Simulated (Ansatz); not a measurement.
C3H5Cl2In, SMILES `C=C[CH2][In]([Cl])[Cl]`, 11 atoms. The species carries charge 0 and has multiplicity 1. Correlated methods include outer-core shells of In, which these sets cover unevenly. In takes the def2 core potential. All runs use 4 threads of an Arm Neoverse V2 on a shared host. Correlated methods freeze the cores.

How many basis functions does each run have, and how long does it take in Ansatz? direct RPA on PBE orbitals/def2-TZVPP energy; RKS PBE0-D4/def2-SVP energy; RHF-MP2/def2-TZVPP energy; RKS r2SCAN0-D4/def2-TZVPP energy; RHF-CCSD(T)/def2-SVP energy; RKS PBE-D4/def2-TZVPP energy and forces; RHF-MP2/def2-QZVPP energy; RKS PBE0-D4/def2-TZVPP energy; RKS PBE0-D4/def2-TZVP relaxation (70 steps); RKS PBE0-D4/def2-QZVPP energy; RKS ωB97M-V/def2-SVP energy; RKS LC-ωPBE/def2-TZVPP energy. (An estimate is asked.)

The calculation gave: Other jobs shared the machine, so times are rough.

```csv
level,job,functions,wall time,peak host memory (GiB)
RKS PBE0-D4/def2-SVP,energy,129,2.2 s,0.6
RKS PBE-D4/def2-TZVPP,energy and forces,297,4.5 s,0.49
RKS LC-ωPBE/def2-TZVPP,energy,297,4.7 s,0.73
RKS PBE0-D4/def2-TZVPP,energy,297,7 s,1.1
RHF-MP2/def2-TZVPP,energy,297,8 s,0.94
RKS ωB97M-V/def2-SVP,energy,129,8.5 s,0.6
RKS r2SCAN0-D4/def2-TZVPP,energy,297,11 s,1.1
direct RPA on PBE orbitals/def2-TZVPP,energy,297,12 s,0.9
RKS PBE0-D4/def2-QZVPP,energy,543,18 s,2.8
RHF-CCSD(T)/def2-SVP,energy,129,19 s,0.87
RHF-MP2/def2-QZVPP,energy,543,43 s,4
RKS PBE0-D4/def2-TZVP,relaxation (70 steps),247,8.1 min,0.93
```

LC-ωPBE has ω = 0.4 bohr⁻¹.
